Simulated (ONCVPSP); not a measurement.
**zirconium: excitation energies, all-electron against ONCV**

* Element: Zr (Z = 40)
* Generator: ONCVPSP 4.0.1
* Type: optimised norm-conserving Vanderbilt (ONCV)
* Functional: PBEsol
* Relativity: scalar-relativistic
* Frozen core: [Kr]
* Valence charge: 4
* Reference configuration: 4d2 5s1.75 5p0.25
* Partial waves: 5s: rc 3.25 bohr, ncon 3, nbas 7, qcut 1.9 1/bohr, 2 projectors, debl 3.6 Ha; 5p: rc 3.65 bohr, ncon 4, nbas 8, qcut 2.4 1/bohr, 2 projectors, debl 2.5 Ha; 4d: rc 2.40 bohr, ncon 4, nbas 9, qcut 6.7 1/bohr, 3 projectors, debl 1.5 Ha
* Local potential: polynomial inside 2.05 bohr (lpopt 4, dvloc0 4 Ha)
* Core correction: polynomial model core, fcfact 0.35

Energies are relative to the spin-unpolarised reference configuration 4d2 5s1.75 5p0.25; without spin polarisation the order of configurations can differ from experiment.

**Question.** Give the all-electron excitation energy and the error of the potential for: 4d2 5s2 5p0; 4d2 5s1 5p0; 4d2 5s0 5p0; 4d2 5s0 5p1.

**Answer.**

| valence configuration | charge | ΔE all-electron (eV) | error AE − PS (meV) |
| --- | --- | --- | --- |
| 4d2 5s2 5p0 | 0 | -0.757 | -0.7 |
| 4d2 5s1 5p0 | +1 | 6.415 | -15 |
| 4d2 5s0 5p0 | +2 | 19.325 | -47 |
| 4d2 5s0 5p1 | +1 | 10.160 | -23 |

Levels in the configuration 4d2 5s0 5p0:

```csv
level,all-electron (eV),pseudo (eV)
4d,-17.266,-17.324
```

Note: no bound ghost flagged; GHOST(+) flagged for s at 121.2 eV, s at 331.6 eV.
